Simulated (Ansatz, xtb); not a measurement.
## C4H4BClS: which of two isomers lies lower

We compare a, `Bc1ccc(Cl)s1`, a singlet, with b, `Bc1cc(Cl)cs1`, a singlet. Both are isolated molecules in the gas phase, relaxed with B3LYP-D3(BJ)/def2-SVP; the shapes shown needn't be the lowest conformers.

a (Å):

```xyz
11

C     0.9968   -1.1585   -0.1941
C    -0.3965   -1.0965   -0.2284
C    -1.0456   -1.8429    0.7785
C    -0.1320   -2.4866    1.5964
B     2.0029   -0.4889   -1.1118
Cl   -0.5143   -3.4932    2.9373
S     1.5022   -2.1830    1.1399
H     3.1890   -0.6390   -0.9541
H     1.5942    0.2038   -2.0115
H    -0.9237   -0.5105   -0.9835
H    -2.1235   -1.9202    0.9174
```

b (Å):

```xyz
11

C     0.7259   -1.4705   -0.5078
C    -0.1449   -0.7200    0.2779
C    -0.3791   -1.2909    1.5511
C     0.3060   -2.4765    1.7507
B     1.2184   -1.1911   -1.9195
Cl   -1.4192   -0.5806    2.7450
S     1.2392   -2.8937    0.3771
H     0.8358   -0.1976   -2.4863
H     1.9798   -1.9478   -2.4686
H    -0.5977    0.2127   -0.0591
H     0.2850   -3.0960    2.6458
```

Energies in hartree; the thermal terms are from GFN2-xTB frequencies at re-optimised GFN2-xTB minima (ideal gas, soft modes damped towards free rotors, one conformer each, 298.15 K, 1 atm) and include the zero-point energy:

```
                               a            b
E, CCSD(T)/def2-SVP  −1036.030849  −1036.032843
    E, MP2/def2-SVP  −1035.944688  −1035.946368
  E, MP2/def2-TZVPP  −1036.664921  −1036.666962
  zero-point energy      0.066447      0.066356
       H(298 K) − E      0.074485      0.074393
       G(298 K) − E      0.034748      0.034636
```

Question: Correct the CCSD(T) difference for the basis set by the MP2 change, then work out ΔE, ΔE₀, ΔH and ΔG for a → b in kJ/mol (1 Eh = 2625.50 kJ/mol) and the equilibrium ratio [b]/[a].

Answer: 1. Differences b − a: CCSD(T) −0.001994, MP2 in the small set −0.001680, MP2 in the large set −0.002041 Eh.
2. ΔE = −0.001994 + (−0.002041 − (−0.001680)) = −0.002355 Eh = −6.18 kJ/mol.
3. ΔE₀ = ΔE + ΔZPE = −0.002355 + (−0.000091) Eh = −6.42 kJ/mol.
4. ΔH = ΔE + (−0.000092) Eh = −6.42 kJ/mol.
5. ΔG = ΔE + (−0.000112) Eh = −6.48 kJ/mol, so ΔS = (ΔH − ΔG)/T = +0.2 J/(mol K).
6. kT = 0.9442 mEh, so K = [b]/[a] = exp(−ΔG/kT) = exp(+2.61) ≈ 14.

Structure b is favoured at this temperature. An error of 4 kJ/mol in ΔG would change K by a factor of 5. Mirror images and further conformers aren't counted.

As drawn, both hold the same kinds of bond in the same numbers.

Other levels gave ΔE = −8.1 (GFN2-xTB); −6.0 (HF/STO-3G, GFN2-xTB geometries); −2.9 (r2SCAN-D4/def2-SVP, GFN2-xTB geometries); −3.1 (B3LYP-D3(BJ)/def2-SVP); −7.6 (HF/def2-SVP); −4.4 (MP2/def2-SVP); −5.2 (CCSD(T)/def2-SVP) kJ/mol. The correlated steps freeze 15 core orbitals. Programs: Ansatz 0.2.0, xtb 6.7.1.
